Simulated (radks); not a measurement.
Excited configurations of Be II: one electron is placed in a higher orbital outside [He]. The ground configuration is [He] 2s1. Calculated with a radial shooting solver on a logarithmic mesh with Libxc functionals: Dirac Kohn-Sham, BLYP, spin-unpolarised, spherical densities, finite nucleus; open shells are shared between the two j in proportion to 2j + 1; Fermi nuclear charge, rms radius 2.519 fm. Excitation = E - E(ground); binding = E(ion) - E, where the ion is the core of charge +2; n* = 2/sqrt(2 binding) in atomic units, and the quantum defect is n - n*. Eigenvalue and <r> are those of j = l + 1/2.

outer orbital  excitation (eV)  binding (eV)     n*  quantum defect  eigenvalue (eV)  <r> (bohr)
3s                      10.443         7.647  2.668           0.332           -5.864       5.430
4p                      14.212         3.878  3.746           0.254           -2.984       10.32
4f                      14.706         3.384  4.010          -0.010           -2.354       8.952

The Delta-SCF ionisation energy is 18.090 eV (NIST Atomic Spectra Database: 18.211 eV, measured). Self-interaction in the functional shifts the binding energies and quantum defects, so they are the method's values and not measured ones. Spin polarisation and multiplet splitting are left out, so open shells lie too high by an amount that depends on their filling.

Beside tabulated values, note that spin-unpolarised runs miss the spin-polarisation part of the exchange energy of open shells.
